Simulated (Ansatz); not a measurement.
A structure relaxed at PBE0-D4/def2-TZVP, charge 0, multiplicity 1:

```xyz
30

C    -0.7137   -1.6231    1.9884
Ga   -1.0677    0.0553    1.0087
N    -1.0656   -0.2841   -0.9939
C    -2.0162    0.5599   -1.7131
C    -1.2576   -1.6778   -1.3780
Ga    0.8476    0.3829   -1.1382
C     2.1036   -1.1414   -1.1704
N     0.6561    1.0989    0.7529
C     1.7360    0.7274    1.6598
C     0.4547    2.5449    0.7939
H    -0.5071   -1.4190    3.0419
H     0.1398   -2.1707    1.5813
H    -1.5832   -2.2839    1.9489
H    -2.2277    1.0674    1.3509
H    -1.8754    0.4789   -2.7978
H    -3.0503    0.2774   -1.4813
H    -1.8859    1.6070   -1.4366
H    -1.1037   -1.8172   -2.4554
H    -2.2742   -2.0176   -1.1435
H    -0.5553   -2.3228   -0.8499
H     0.8867    1.6002   -2.1401
H     2.0522   -1.6636   -2.1291
H     3.1326   -0.7968   -1.0418
H     1.8948   -1.8695   -0.3828
H     2.6759    1.2198    1.3802
H     1.5053    1.0192    2.6921
H     1.9003   -0.3499    1.6417
H    -0.3509    2.8399    0.1201
H     0.1871    2.8787    1.8038
H     1.3619    3.0796    0.4871
```

(1) Give its formula and SMILES.

(2) Point group (tolerance 0.08 Å, 0.16 Å for H)?

(3) Summarise the bond lengths by kind.

Answers

(1) C6H20Ga2N2, `C[N+]1(C)[Ga@H-]([CH3])[N+](C)(C)[Ga@@H-]1[CH3]`.

(2) C2v.

(3) 2 × C–Ga 1.975 Å; 18 × C–H 1.090 to 1.097 Å; 4 × Ga–N 2.031 Å; 2 × Ga–H 1.577 Å; 4 × C–N 1.458 to 1.461 Å.

Computed with Ansatz.
